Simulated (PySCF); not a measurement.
**RuO⁺: frontier orbitals**

PBE0 at R = 1.656 Å; PySCF, scalar-relativistic core potentials, basis sets Ru def2-TZVPPD with ECP28, O def2-TZVPPD. State: ⁴Δ (quartet), unpaired electrons π ↑↑, δ ↑. Only the outer orbitals are listed, counted within each symmetry, core potentials removing the inner ones.

```json
{"spin": "α", "orbital": "4σ", "occ.": "1", "ε (eV)": "-33.81", "on Ru (%)": "9", "main shells (%)": "90 O s"}
{"spin": "α", "orbital": "2π", "occ.": "1", "ε (eV)": "-19.39", "on Ru (%)": "45", "main shells (%)": "54 O p, 45 Ru d"}
{"spin": "α", "orbital": "2π", "occ.": "1", "ε (eV)": "-19.39", "on Ru (%)": "45", "main shells (%)": "54 O p, 45 Ru d"}
{"spin": "α", "orbital": "5σ", "occ.": "1", "ε (eV)": "-18.89", "on Ru (%)": "38", "main shells (%)": "54 O p, 37 Ru d"}
{"spin": "α", "orbital": "1δ", "occ.": "1", "ε (eV)": "-16.59", "on Ru (%)": "100", "main shells (%)": "100 Ru d"}
{"spin": "α", "orbital": "1δ", "occ.": "1", "ε (eV)": "-15.68", "on Ru (%)": "100", "main shells (%)": "100 Ru d"}
{"spin": "α", "orbital": "3π", "occ.": "1", "ε (eV)": "-14.37", "on Ru (%)": "57", "main shells (%)": "54 Ru d, 44 O p"}
{"spin": "α", "orbital": "3π", "occ.": "1", "ε (eV)": "-14.37", "on Ru (%)": "57", "main shells (%)": "54 Ru d, 44 O p"}
{"spin": "α", "orbital": "6σ", "occ.": "0", "ε (eV)": "-11.04", "on Ru (%)": "79", "main shells (%)": "50 Ru s, 29 Ru d, 20 O p"}
{"spin": "α", "orbital": "7σ", "occ.": "0", "ε (eV)": "-8.29", "on Ru (%)": "84", "main shells (%)": "38 Ru s, 25 Ru p, 21 Ru d"}
{"spin": "α", "orbital": "4π", "occ.": "0", "ε (eV)": "-5.33", "on Ru (%)": "109", "main shells (%)": "107 Ru p"}
{"spin": "β", "orbital": "1π", "occ.": "1", "ε (eV)": "-58.61", "on Ru (%)": "100", "main shells (%)": "100 Ru p"}
{"spin": "β", "orbital": "1π", "occ.": "1", "ε (eV)": "-58.61", "on Ru (%)": "100", "main shells (%)": "100 Ru p"}
{"spin": "β", "orbital": "4σ", "occ.": "1", "ε (eV)": "-32.21", "on Ru (%)": "9", "main shells (%)": "90 O s"}
{"spin": "β", "orbital": "5σ", "occ.": "1", "ε (eV)": "-18.21", "on Ru (%)": "32", "main shells (%)": "59 O p, 30 Ru d, 9 O s"}
{"spin": "β", "orbital": "2π", "occ.": "1", "ε (eV)": "-16.88", "on Ru (%)": "42", "main shells (%)": "57 O p, 41 Ru d"}
{"spin": "β", "orbital": "2π", "occ.": "1", "ε (eV)": "-16.88", "on Ru (%)": "42", "main shells (%)": "57 O p, 41 Ru d"}
{"spin": "β", "orbital": "1δ", "occ.": "1", "ε (eV)": "-14.77", "on Ru (%)": "100", "main shells (%)": "100 Ru d"}
{"spin": "β", "orbital": "1δ", "occ.": "0", "ε (eV)": "-10.33", "on Ru (%)": "100", "main shells (%)": "100 Ru d"}
{"spin": "β", "orbital": "6σ", "occ.": "0", "ε (eV)": "-10.12", "on Ru (%)": "82", "main shells (%)": "50 Ru s, 31 Ru d, 17 O p"}
{"spin": "β", "orbital": "3π", "occ.": "0", "ε (eV)": "-9.36", "on Ru (%)": "62", "main shells (%)": "56 Ru d, 38 O p"}
```

**Question.** Which are the highest filled and the lowest empty level, where do they sit, and how wide is the gap?

**Answer.** Highest filled α 3π at -14.37 eV (in %: 54 Ru d, 44 O p); lowest empty α 6σ at -11.04 eV (in %: 50 Ru s, 29 Ru d, 20 O p); the gap at PBE0 is 3.33 eV.

The bond order (Mayer) is 1.98, the ⟨S²⟩ is 3.763 and the charge on Ru (Mulliken, basis-dependent) is 1.30. The charge on Ru (Löwdin, basis-dependent) is 1.19, the dipole moment (positive dipole points towards O; it is taken about the centre of mass and depends on that origin) is -3.41 D and the polarisability along the bond is 30.0 bohr³. The polarisability across the bond is 18.3 bohr³.

Shares are Mulliken populations and can fall outside 0 to 100 %.

Spin–orbit coupling is left out. With d or f electrons several states lie close, and the lowest PBE0 determinant need not be the measured ground state.
